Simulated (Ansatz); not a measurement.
Two members of one family (Series [MoO3X]-), computed with Ansatz in the gas phase; def2 core potentials for Mo, no spin–orbit coupling. A dash marks a value that wasn't run or was left out as unsound. The structures are stationary points that may keep the symmetry of their start. Remarks come from the PBE and PBE0 runs and from stability tests at other levels; not every state was tested. HOMO above LUMO (over both spins in singlets and doublets, within one spin in higher multiplets; at PBE or PBE0), or a gap under 0.15 eV within one spin, warns that the state may not be the lowest or that an electron is smeared out.

First: [MoO3F]- (singlet, charge -1, r2SCAN-D4/def2-SVPD geometry).

```xyz
5

Mo   -0.0294   -0.0277    0.0043
O    -1.2791    0.6071    1.0186
O    -0.6794   -0.4103   -1.5538
O     0.6396   -1.4532    0.7234
F     1.3483    1.2841   -0.1924
```

| level | HOMO (eV) | vertical IE (eV) |
| --- | --- | --- |
| PBE-D4/def2-SVPD | -1.93 | – |
| PBE-D4/def2-TZVPD | -1.82 | 5.11 |
| r2SCAN-D4/def2-TZVPD | -2.15 | 5.24 |
| B97M-V/def2-TZVPD | -2.23 | – |
| B3LYP-D4/def2-TZVPD | -3.17 | – |

Metal–donor distances: 3 × O 1.73 Å, 1 × F 1.91 Å.

Second: [MoO3Cl]- (singlet, charge -1, r2SCAN-D4/def2-SVPD geometry).

```xyz
5

Mo    0.039   -0.107    0.061
O     1.686    0.071    0.545
O    -0.948   -0.367    1.453
O    -0.106   -1.455   -1.009
Cl   -0.671    1.859   -1.051
```

Question: What does the change do? Estimate second minus first.

Answer: 
```tsv
level	Δ HOMO (eV)	Δ vertical IE (eV)
PBE-D4/def2-SVPD	-0.30	–
PBE-D4/def2-TZVPD	-0.30	0.18
r2SCAN-D4/def2-TZVPD	-0.31	0.18
B97M-V/def2-TZVPD	-0.31	–
B3LYP-D4/def2-TZVPD	-0.29	–
```

Metal–donor distances: 3 × O 1.73 Å, 1 × Cl 2.37 Å. Remarks: gap within one spin near zero at PBE or PBE0 (neutral doublet).
